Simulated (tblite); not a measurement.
Parent: `[CH:1]#[C:2][Si@H:3]1[CH:4]=[CH:5][SiH2:6][O:7]1`, C4H6OSi2.

Computed geometry: GFN2-xTB, gas phase. One conformer each, not checked by frequencies here.

| coordinate of the parent | value |
| --- | --- |
| C1≡C2 | 1.202 Å |
| C2–Si3 | 1.850 Å |
| Si3–C4 | 1.891 Å |
| C4=C5 | 1.334 Å |
| C5–Si6 | 1.890 Å |
| Si6–O7 | 1.640 Å |
| Si3–O7 | 1.645 Å |
| C1–C2–Si3 | 179.3° |
| C2–Si3–C4 | 112.2° |
| C2–Si3–O7 | 109.5° |
| C4–Si3–O7 | 97.0° |
| Si3–C4–C5 | 113.3° |
| C4–C5–Si6 | 113.5° |
| C5–Si6–O7 | 97.0° |
| Si3–O7–Si6 | 119.3° |

How does the shared frame change in `[H]/[N:7]=[CH:6]\[C:5]1=[CH:4][Si@@H:3]([C:2]#[CH:1])[O:9][SiH2:8]1` with C4–C5–C6–N7 180°, C5H7NOSi2? Atoms pair as C1 = C1, C2 = C2, Si3 = Si3, C4 = C4, C5 = C5, Si6 = Si8, O7 = O9 (parent first).

| parent | relative | value in the relative | change |
| --- | --- | --- | --- |
| C1≡C2 | C1≡C2 | 1.202 Å | 0.000 |
| C2–Si3 | C2–Si3 | 1.849 Å | -0.001 |
| Si3–C4 | Si3–C4 | 1.889 Å | -0.002 |
| C4=C5 | C4=C5 | 1.345 Å | +0.011 |
| C5–Si6 | C5–Si8 | 1.901 Å | +0.011 |
| Si6–O7 | Si8–O9 | 1.637 Å | -0.003 |
| Si3–O7 | Si3–O9 | 1.646 Å | +0.001 |
| C1–C2–Si3 | C1–C2–Si3 | 179.3° | 0.0 |
| C2–Si3–C4 | C2–Si3–C4 | 111.1° | -1.1 |
| C2–Si3–O7 | C2–Si3–O9 | 109.6° | +0.1 |
| C4–Si3–O7 | C4–Si3–O9 | 96.9° | -0.1 |
| Si3–C4–C5 | Si3–C4–C5 | 113.5° | +0.2 |
| C4–C5–Si6 | C4–C5–Si8 | 112.9° | -0.6 |
| C5–Si6–O7 | C5–Si8–O9 | 96.9° | -0.1 |
| Si3–O7–Si6 | Si3–O9–Si8 | 119.8° | +0.5 |

Of the parent's bonds, C4–C5 and C5–Si6 change most and about equally (+0.011 Å). Bonds of the relative outside the shared frame: C5–C6 1.453, C6=N7 1.262 Å. Point group C1 → C1.

How does the shared frame change in `[CH:1]#[C:2][Si@@H:3]1[CH:4]=[C:5]([C:6]#[C:7][CH3:8])[SiH2:9][O:10]1`, C7H8OSi2? Atoms pair as C1 = C1, C2 = C2, Si3 = Si3, C4 = C4, C5 = C5, Si6 = Si9, O7 = O10 (parent first).

```tsv
parent	relative	value in the relative	change
C1≡C2	C1≡C2	1.202 Å	0.000
C2–Si3	C2–Si3	1.851 Å	+0.001
Si3–C4	Si3–C4	1.880 Å	-0.011
C4=C5	C4=C5	1.348 Å	+0.014
C5–Si6	C5–Si9	1.903 Å	+0.013
Si6–O7	Si9–O10	1.634 Å	-0.006
Si3–O7	Si3–O10	1.652 Å	+0.007
C1–C2–Si3	C1–C2–Si3	179.0°	-0.3
C2–Si3–C4	C2–Si3–C4	112.8°	+0.6
C2–Si3–O7	C2–Si3–O10	108.9°	-0.6
C4–Si3–O7	C4–Si3–O10	97.2°	+0.2
Si3–C4–C5	Si3–C4–C5	113.5°	+0.2
C4–C5–Si6	C4–C5–Si9	112.9°	-0.6
C5–Si6–O7	C5–Si9–O10	97.0°	0.0
Si3–O7–Si6	Si3–O10–Si9	119.4°	+0.1
```

Of the parent's bonds, C4–C5 and C5–Si6 change most and about equally (+0.013 to +0.014 Å). Bonds of the relative outside the shared frame: C5–C6 1.403, C6≡C7 1.205, C7–C8 1.446 Å. Point group C1 → C1.
